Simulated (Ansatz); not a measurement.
```yaml
crystal:
  periodic: [false, false, false]
  atoms:
    - {symbol: O, position_ang: [-0.550592, -2.064052, -1.097383]}
    - {symbol: Ga, position_ang: [0.631190, -0.897565, -0.307936]}
    - {symbol: Si, position_ang: [-0.026136, 1.303295, 0.679150]}
    - {symbol: F, position_ang: [-1.516972, 1.159107, 0.681270]}
    - {symbol: F, position_ang: [0.642739, 2.410422, -0.152670]}
    - {symbol: F, position_ang: [0.511185, 1.109191, 1.889501]}
    - {symbol: H, position_ang: [-1.500460, -1.528163, -0.944011]}
    - {symbol: H, position_ang: [1.966989, -1.483639, -0.775160]}
basis:
  gaussian: {orbitals: cc-pVDZ, final_grid: {core_spheres: 5, valence_spheres: 4, degree: 11}}
hamiltonian: {xc: {name: BLYP}}
relax: {f_tol: 0.0001, max_steps: 3}
```

```sh
$ ansatz run in.yaml --threads 4 --pin off --events-out ev --progress --plain --max-ram 10444MiB
```

It prints (some lines left out):

```
Functional definition: BLYP
  name "BLYP"
  cite "Becke, Phys. Rev. A 38, 3098 (1988) doi:10.1103/PhysRevA.38.3098"
  cite "Lee, Yang & Parr, Phys. Rev. B 37, 785 (1988) doi:10.1103/PhysRevB.37.785"
  parameter beta = 0.0042
  parameter a = 0.04918
  parameter b = 0.132
  parameter c = 0.2533
  parameter d = 0.349
  exchange = b88_x(beta = beta)
  correlation = lyp_c(a = a, b = b, c = c, d = d)
1275 factors; their error is unknown
mean field evaluation 1: about -70475.3928 eV, gradient 8.3e1 eV
mean field evaluation 2: about -70358.9122 eV, gradient 2.0e2 eV
mean field evaluation 4: about -70486.6343 eV, gradient 1.0e1 eV
mean field evaluation 8: about -70486.9644 eV, gradient 1.4e-1 eV
mean field evaluation 16: about -70486.9592 eV, gradient 2.0e-3 eV
mean field -70486.95921278 eV, -2590.3479732925 hartree, gradient 3.8e-5 eV, S^2 0.000000; 0 other end points of the search recorded, 0 dependent functions left out
the calculation of the forces begins
reference -70486.95956912 eV, -2590.3479863880 hartree; 41, 41 occupied and 70, 70 virtual orbitals, 1275 factors
relax step   1: F+E_penalty+E_count = -70486.95921278 eV  Δ(F+E_penalty+E_count) = +0.000e0 eV  max|allowed force component| = 2.173e1 eV/Å  Δτ_max = 0.0000 Å  (31 SCF iters, accepted)
these checks for a lower state are left out or cut short: starts, cluster_reference, orbital_swaps, neighbouring_geometries, increment
1275 factors; their error is unknown
mean field -70490.39909364 eV, -2590.4743865826 hartree, gradient 2.2e-5 eV, S^2 0.000000; 0 other end points of the search recorded, 0 dependent functions left out
the calculation of the forces begins
reference -70490.39945755 eV, -2590.4743999562 hartree; 41, 41 occupied and 70, 70 virtual orbitals, 1275 factors
relax step   2: F+E_penalty+E_count = -70490.39909364 eV  Δ(F+E_penalty+E_count) = -3.440e0 eV  max|allowed force component| = 7.747e0 eV/Å  Δτ_max = 0.1944 Å  (38 SCF iters, accepted)
these checks for a lower state are left out or cut short: starts, cluster_reference, orbital_swaps, neighbouring_geometries, increment
1275 factors; their error is unknown
mean field -70491.29873668 eV, -2590.5074478545 hartree, gradient 1.9e-5 eV, S^2 0.000000; 0 other end points of the search recorded, 0 dependent functions left out
the calculation of the forces begins
reference -70491.29908076 eV, -2590.5074604994 hartree; 41, 41 occupied and 70, 70 virtual orbitals, 1275 factors
relax step   3: F+E_penalty+E_count = -70491.29873668 eV  Δ(F+E_penalty+E_count) = -8.996e-1 eV  max|allowed force component| = 1.301e0 eV/Å  Δτ_max = 0.1942 Å  (38 SCF iters, accepted)
Error: geometry relaxation did not converge after 3 steps: max|allowed force component| = 1.30e0 eV/Å (threshold 1.0e-4). Raise `relax.max_steps` over both its present limit and 3, loosen `relax.f_tol`, or start from a geometry closer to equilibrium. Where this run's directory can be resumed (`checkpoint.write`), a resume goes on for up to `relax.max_steps` more
```

Question: What is wrong with this run?

Answer: The relaxation is allowed too few steps for its threshold. The calculation stopped without meeting its thresholds.
